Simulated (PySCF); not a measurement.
Telling isomers of C2H9FSi4 apart by NMR

Computed data (PySCF): geometry: GFN2-xTB, PBE0/pcSseg-1 with gauge-including orbitals. Fast rotation and ring inversion assumed for equivalent nuclei, isolated molecule, single conformer, non-relativistic.

Chemical shifts δ = σref − σ; ¹H (31.72 ppm) and ¹³C (186.93 ppm) vs TMS, all at this level. Splittings of carbon signals by F and P are missing where no couplings were computed. Where no couplings were computed, multiplicities follow the n + 1 count of equivalent neighbours, and m marks all less simple cases (inequivalent or close neighbours, rings, F or P nearby). Shifts are as computed. Against solution values, carbons near 30 ppm lie about +3 ppm off and those near 130 ppm about +5 ppm. Of 1211 compounds with measured shifts, 218 miss one by over three times the rms of a fit or turn the order of signals round; such compounds aren't used in these exercises.

(1) Tabulate the signals of `C#C[SiH2][Si](F)([SiH3])[SiH3]`, `F[Si@@H]1C([SiH3])=C[Si@H]1[SiH3]`, `C=C[Si]1(F)[SiH2][SiH2][SiH2]1` and their relative energies.

(2) What is the quickest way to tell C#C[SiH2][Si](F)([SiH3])[SiH3] from C=C[Si]1(F)[SiH2][SiH2][SiH2]1?

(3) What is the quickest way to tell C#C[SiH2][Si](F)([SiH3])[SiH3] from F[Si@@H]1C([SiH3])=C[Si@H]1[SiH3]?

(4) What is the quickest way to tell F[Si@@H]1C([SiH3])=C[Si@H]1[SiH3] from C=C[Si]1(F)[SiH2][SiH2][SiH2]1?

## Answers

(1) 
```tsv
SMILES	carbon types	δC	δH	E rel. (kcal/mol)
C#C[SiH2][Si](F)([SiH3])[SiH3]	1×C 1×CH	108.1, 82.4	4.67 (m, 2H), 3.73 (m, 6H), 1.89 (t, 1H)	33.4
F[Si@@H]1C([SiH3])=C[Si@H]1[SiH3]	1×C 1×CH	192.9, 187.4	8.70 (m, 1H), 6.15 (m, 1H), 5.49 (m, 1H), 4.27 (s, 3H), 3.51 (d, 3H)	11.0
C=C[Si]1(F)[SiH2][SiH2][SiH2]1	1×CH 1×CH2	142.2, 142.1	6.56 (m, 1H), 6.41 (m, 1H), 6.23 (m, 1H), 4.42 (m, 2H), 4.12 (m, 2H), 3.93 (m, 1H), 3.85 (m, 1H)	0.0
```

Energies are electronic energies at PBE0/pcSseg-1 on these geometries, without zero-point or thermal terms, each for the one conformer computed, which needn't be the lowest.

(2) Both give the same number of carbon signals, but DEPT or the intensities differ. The first has an alkyne carbon (C) at 82.4 ppm, the second a terminal =CH2 carbon at 142.1 ppm. Their most deshielded carbons lie at 108.1 and 142.2 ppm. In the proton spectra the most deshielded non-exchanging signals are 4.67 (m, 2H) and 6.56 (m, 1H).

(3) Both give the same number of carbon signals, with the same numbers of each carbon type, so the positions decide. The first has a terminal alkyne carbon (CH) at 108.1 ppm, the second a fully substituted alkene carbon (C) at 192.9 ppm. In the proton spectra the most deshielded non-exchanging signals are 4.67 (m, 2H) and 8.70 (m, 1H).

(4) Both give the same number of carbon signals, but DEPT or the intensities differ. The first has a fully substituted alkene carbon (C) at 192.9 ppm, the second a terminal =CH2 carbon at 142.1 ppm. Their most deshielded carbons lie at 192.9 and 142.2 ppm. In the proton spectra the most deshielded non-exchanging signals are 8.70 (m, 1H) and 6.56 (m, 1H).
